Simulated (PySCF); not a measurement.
Compound: (Et2Ga-mu-F)2, C8H20F2Ga2.
Bonds: Ga1–C2, Ga1–C4, Ga1–F6, Ga1–F12, C2–C3, C4–C5, F6–Ga7, Ga7–C8, Ga7–C10, Ga7–F12, C8–C9, C10–C11. Hydrogens: H13, H14 on C2; H15, H16, H17 on C3; H18, H19 on C4; H20, H21, H22 on C5; H23, H24 on C8; H25, H26, H27 on C9; H28, H29 on C10; H30, H31, H32 on C11.

Level of theory: PBE0-D3(BJ)/def2-SVP geometry optimisation, gas phase (PySCF).

Problem. How far are the bound atoms from Ga1?

Solution. 4 atoms: F6 1.957 Å, F12 1.965 Å, C2 1.966 Å, C4 1.967 Å. The nearest atom not counted as bound is H13, at 2.51 Å (others tie with it).

Problem. List the angles at Ga1.

Solution. 
| angle | degrees | distance of the outer atoms (Å) |
| --- | --- | --- |
| C2–Ga1–C4 | 138.6 | 3.68 |
| C2–Ga1–F6 | 106.5 | 3.14 |
| C2–Ga1–F12 | 106.4 | 3.15 |
| C4–Ga1–F6 | 106.2 | 3.14 |
| C4–Ga1–F12 | 104.1 | 3.10 |
| F6–Ga1–F12 | 79.2 | 2.50 |

Problem. Describe the arrangement about Ga1 in numbers.

Solution. Angles from 79.2° to 138.6°; τ4 = (360° − α − β)/141° = 0.81 with α and β the two widest (0 for a square, 1 for a tetrahedron).

Problem. What are the other bond lengths?

Solution. C2–C3 and 3 like bonds 1.527 Å; F6–Ga7 1.966 Å. (A selection.)

Problem. Give some angles away from the centre.

Solution. Ga1–C2–C3 114.4°, Ga1–F6–Ga7 100.6°, F6–Ga7–C10 106.6°.

Problem. What are the rotational constants (commonest isotopes, rigid rotor)?

Solution. A = 639.2, B = 492.6, C = 343.1 MHz: an asymmetric top.

Point group: near C2, missed by 0.28 Å at most; the miss may be what the optimiser left on a soft mode. Charge 0, singlet. PBE0-D3(BJ)/def2-SVP frequencies: not computed here.

One conformer stands for the species.
